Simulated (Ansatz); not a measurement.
HIn, charge -1, doublet, at a GFN2-xTB geometry (such geometries of metal compounds can be far from the true shape) (a state made from the parent by changing its charge; the spin is typed, not shown lowest) (core potentials on In) (a gas-phase anion, which may not be bound at this level), atoms displaced at random by about 0.08 Å a coordinate; HF/def2-TZVP, gradient in Ansatz (a quantum-chemistry and plane-wave program).

Here is a job for Ansatz.
Ansatz 0.2 input:
```yaml
crystal:
  periodic: [false, false, false]
  atoms:
    - {symbol: In, position_ang: [-0.06351408, -0.02920184, -0.13437999]}
    - {symbol: H, position_ang: [-0.07724195, 0.05713636, 1.78848658]}
basis:
  gaussian:
    orbitals: def2-TZVP
hamiltonian:
  xc: hf
total_charge: -1
magnetization: {spin_polarized: true, initial_magnetization: 1}
output: {forces: true}
```

It wrote (shortened):

```
Functional definition: HF
539 factors; integrals over basis functions are off by at most 1.2e-3 eV
mean field evaluation 1: about -5163.2668 eV, gradient 7.4e0 eV
mean field evaluation 2: about -5163.2679 eV, gradient 7.4e0 eV
mean field evaluation 4: about -5163.8372 eV, gradient 1.1e0 eV
mean field evaluation 8: about -5163.8820 eV, gradient 4.0e-3 eV
mean field evaluation 16: about -5163.8820 eV, gradient 3.8e-6 eV
mean field evaluation 32: about -5160.8897 eV, gradient 7.8e0 eV
mean field -5163.88202959 eV, -189.7691643826 hartree, gradient 3.8e-6 eV, S^2 0.764720; 0 other end points of the search recorded, 0 dependent functions left out
the calculation of the forces begins
reference -5163.88202959 eV, -189.7691643826 hartree; 12, 11 occupied and 44, 45 virtual orbitals, 539 factors
Total energy: -5163.88202959 eV, -189.7691643826 hartree
Atom 0 at    -0.063514    -0.029202    -0.134380 Å, force    -0.001214     0.007637     0.170086 eV/Å
Atom 1 at    -0.077242     0.057136     1.788487 Å, force     0.001214    -0.007637    -0.170086 eV/Å
Dipole moment:     0.001415    -0.008897    -0.198141 e Å
```
